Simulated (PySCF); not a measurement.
# Nuclear quadrupole coupling in `CC[C@@H]1CO[P@@](=O)(OC)O1`

Compound: C5H11O4P.
Cartesian coordinates in Å at the GFN2-xTB level; atoms count from 1:
```
atom  x, y, z in Å
C1    -2.7577    0.8829    1.0912
C2    -2.1547   -0.1668    0.1664
C3    -0.8912    0.3492   -0.5217
C4    -0.2229   -0.7483   -1.3705
O5     0.5954   -1.4689   -0.4759
P6     1.1353   -0.4895    0.6857
O7     1.2603   -1.0563    2.0182
O8     2.4928    0.1306    0.0993
C9     3.6715    0.1159    0.8857
O10    0.0800    0.7019    0.4460
H11   -3.6349    0.4845    1.5940
H12   -2.0278    1.1766    1.8404
H13   -3.0513    1.7651    0.5263
H14   -2.8780   -0.4544   -0.5995
H15   -1.8800   -1.0526    0.7441
H16   -1.1069    1.2450   -1.1133
H17   -0.9475   -1.4395   -1.8043
H18    0.3933   -0.3059   -2.1596
H19    3.4716   -0.3435    1.8545
H20    4.0065    1.1444    1.0258
H21    4.4372   -0.4534    0.3570
```

Field gradients from the PBE0/pcSseg-1 density (PySCF, non-relativistic), principal values in atomic units, ordered |Vxx| ≤ |Vyy| ≤ |Vzz|:

| atom | Vxx | Vyy | Vzz |
| --- | --- | --- | --- |
| O5 | -0.1525 | -1.5133 | 1.6658 |
| O7 | -0.2894 | -0.4783 | 0.7678 |
| O8 | -0.3257 | -1.4305 | 1.7562 |
| O10 | -0.1837 | -1.4716 | 1.6554 |

Find the asymmetry η = (Vxx − Vyy)/Vzz and the couplings χ = eQV/h (234.96 MHz × Q in barn × V in au), with Q(17O) = −0.0256 b.

| atom | environment | nucleus | η | χzz (MHz) | χxx (MHz) | χyy (MHz) |
| --- | --- | --- | --- | --- | --- | --- |
| O5 | oxygen bonded to C and P | 17O | 0.82 | -10.02 | 0.92 | 9.10 |
| O7 | phosphoryl oxygen | 17O | 0.25 | -4.618 | 1.741 | 2.877 |
| O8 | oxygen bonded to C and P | 17O | 0.63 | -10.56 | 1.96 | 8.60 |
| O10 | oxygen bonded to C and P | 17O | 0.78 | -9.96 | 1.11 | 8.85 |

The tensor is traceless: Vxx + Vyy + Vzz = 0.

What is Vzz at O10 in SI units (1 au = 9.71736 × 10²¹ V/m²)?

1.6554 au = 16.086 × 10²¹ V/m².

And the gradient at the other heavy atoms, for which no coupling is worked out here?

```tsv
atom	environment	Vzz (au)	η
C1	methyl carbon	0.080	0.49
C2	chain CH2 carbon	0.060	0.74
C3	sp3 carbon bound to oxygen	0.446	0.16
C4	sp3 carbon bound to oxygen	0.441	0.20
P6	phosphoryl phosphorus	-0.819	0.42
C9	methoxy carbon	0.514	0.11
```

What couplings would deuterons (Q(2H) = 0.00286 b) have in place of the hydrogens, at this geometry?

| atom | bonded to | bond length (Å) | Vzz (au) | η | χzz (kHz) |
| --- | --- | --- | --- | --- | --- |
| H11 | C1 | 1.087 | 0.3172 | 0.02 | 213 |
| H12 | C1 | 1.086 | 0.3124 | 0.02 | 210 |
| H13 | C1 | 1.088 | 0.3146 | 0.03 | 211 |
| H14 | C2 | 1.092 | 0.3035 | 0.03 | 204 |
| H15 | C2 | 1.093 | 0.2968 | 0.03 | 199 |
| H16 | C3 | 1.095 | 0.2880 | 0.04 | 194 |
| H17 | C4 | 1.091 | 0.2949 | 0.06 | 198 |
| H18 | C4 | 1.095 | 0.2878 | 0.06 | 193 |
| H19 | C9 | 1.091 | 0.2862 | 0.10 | 192 |
| H20 | C9 | 1.091 | 0.3000 | 0.08 | 202 |
| H21 | C9 | 1.091 | 0.2998 | 0.08 | 201 |

One conformer (not necessarily the lowest) at the GFN2-xTB geometry, without solvent, vibrations or thermal averaging. GFN2-xTB bond lengths can be off by several hundredths of an ångström, more for odd bonds, and the gradients follow them. These gradients aren't converged with respect to the basis.
